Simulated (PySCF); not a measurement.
B(AsH2)2(H) (As2BH5), SMILES [AsH2]B[AsH2]. Atoms are numbered in the order given.

```xyz
8

B      0.0000     0.0000     0.8710
As     1.7691    -0.0632    -0.0777
H      2.4574     1.0761     0.6647
H      1.4023     0.7461    -1.3156
As    -1.7691     0.0632    -0.0777
H     -2.4574    -1.0761     0.6647
H     -1.4023    -0.7461    -1.3156
H      0.0000     0.0000     2.0753
```

Geometry optimised at B3LYP-D3(BJ)/def2-SVP. The structure was generated by enumeration, and PubChem lists no compound with its InChIKey, so it may never have been made.

Two levels are set side by side: PBE/pcSseg-1 (PySCF) and B3LYP/pcSseg-1 (PySCF). GIAO shifts against AsH3 (⁷⁵As), BF3 (¹¹B), TMS (¹H) at the same level; non-relativistic, no solvent, atoms listed together averaged. Differences are taken from unrounded values.

```json
[
 {"quantity": "δ(¹¹B) of B1 (ppm)", "B3LYP": "111.2", "PBE": "106.6", "PBE minus B3LYP": "-4.6"},
 {"quantity": "δ(⁷⁵As) of As2, As5 (ppm)", "B3LYP": "221.6", "PBE": "248.3", "PBE minus B3LYP": "26.7"},
 {"quantity": "δ(¹H) of H8 (ppm)", "B3LYP": "11.17", "PBE": "11.34", "PBE minus B3LYP": "0.17"}
]
```

Rough cost on one machine, each run with all the roots and properties that it gave: B3LYP against PBE within a factor of 2.
